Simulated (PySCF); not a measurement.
**Deuteron quadrupole couplings in `C=C(CO[Si@H](N)O)C(C)=O`**

Species: C5H11NO3Si.
Numbering: `[CH2:1]=[C:2]([CH2:3][O:4][Si@H:5]([NH2:6])[OH:7])[C:8]([CH3:9])=[O:10]` (hydrogens: H11, H12 on C1; H13, H14 on C3; H15 on Si5; H16, H17 on N6; H18 on O7; H19, H20, H21 on C9)

Cartesian coordinates in Å at the GFN2-xTB level; atoms count from 1:
```xyz
21
C5H11NO3Si angstrom
C      2.4269   -1.3543    0.5134
C      1.2876   -0.6890    0.6303
C     -0.0083   -1.3188    1.0812
O     -1.0066   -1.0904    0.1334
Si    -2.2611   -0.0467    0.2834
N     -2.3445    0.6152   -1.3100
O     -2.0528    1.1045    1.3983
C      1.1635    0.7694    0.3382
C      1.5572    1.1821   -1.0478
O      0.7033    1.5426    1.1492
H      2.4920   -2.4029    0.7509
H      3.3453   -0.8715    0.2236
H      0.1169   -2.4008    1.1988
H     -0.2857   -0.8860    2.0508
H     -3.4198   -0.7568    0.8088
H     -2.3168   -0.0370   -2.0768
H     -3.0742    1.2896   -1.4718
H     -1.2082    1.5579    1.4716
H      1.6586    2.2623   -1.1121
H      0.7488    0.8628   -1.7068
H      2.4689    0.6847   -1.3660
```

Level: PBE0/pcSseg-1 (PySCF, non-relativistic); Q(2H) = 0.00286 b; rigid geometry, the same for H and D, with no vibrational averaging.

Question: Rank these positions by the coupling χzz of a deuteron there, largest first.
A. H11 (vinylic hydrogen)
B. H13 (methylene hydrogen)
C. H14 (methylene hydrogen)
D. H16 (N–H hydrogen)
E. H15 (Si–H hydrogen)
F. H19 (methyl hydrogen)

Answer: D (289 kHz), A (225 kHz), F (211 kHz), B (195 kHz), C (189 kHz), E (109 kHz).

Question: Tabulate Vzz, the asymmetry η and χzz = 234.96 MHz × Q × Vzz for every hydrogen position.

Answer: 
```csv
atom,bonded to,bond length (Å),Vzz (au),η,χzz (kHz)
H11,C1,1.077,0.3344,0.05,225
H12,C1,1.077,0.3341,0.05,225
H13,C3,1.096,0.2900,0.05,195
H14,C3,1.097,0.2807,0.08,189
H15,Si5,1.457,0.1629,0.01,109
H16,N6,1.007,0.4296,0.15,289
H17,N6,1.007,0.4297,0.15,289
H18,O7,0.961,0.4580,0.07,308
H19,C9,1.087,0.3133,0.01,211
H20,C9,1.091,0.3042,0.03,204
H21,C9,1.086,0.3162,0.04,212
```

Question: Average by the element that carries the hydrogen.

Answer: on C: 209 kHz over 7 positions, mean bond length 1.087 Å; on Si: 109 kHz over 1 position, mean bond length 1.457 Å; on N: 289 kHz over 2 positions, mean bond length 1.007 Å; on O: 308 kHz over 1 position, mean bond length 0.961 Å.

Question: How does χzz go with the bond length over the 7 C–H bonds?

Answer: A straight-line fit has a slope of -17.0 kHz for each 0.01 Å, with a correlation coefficient of -0.99, over lengths from 1.077 to 1.097 Å. The longer bonds have the smaller couplings here.

Isolated species at its GFN2-xTB geometry (one conformer only). GFN2-xTB bond lengths can be off by several hundredths of an ångström, more for odd bonds, and the gradients follow them. The basis is small and wasn't made for field gradients, so the couplings can be 20 % off.

These values come from a run that also computed NMR shieldings. Time: 1.7 min; peak memory 1.1 GiB. Hardware: Arm Neoverse N1, one thread, no GPU, shared host with 64 logical CPUs at a one-minute load of 62.
